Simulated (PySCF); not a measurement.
Ga²⁺: ionisation energy

Ga²⁺ [Ar] 3d10 4s1 (2S) → Ga³⁺ [Ar] 3d10 (1S), as a difference of total energies. Calculation: PySCF 2.14, in Sapporo-DKH3-DZP-2012 (6s5p3d1f, 43 functions); scalar relativity by spin-free X2C-1e. The calculations carry no spin-orbit coupling.

```
method  ionisation energy (eV)
   UHF                  29.680
r2SCAN                  31.288
M06-2X                  30.909
```

Question: Which method comes closest to the reference value, and which is furthest?

Answer: The reference is 30.726 eV (measured; NIST Atomic Spectra Database, ionization energies). Closest: M06-2X (error 0.183 eV); furthest: UHF (error -1.046 eV).
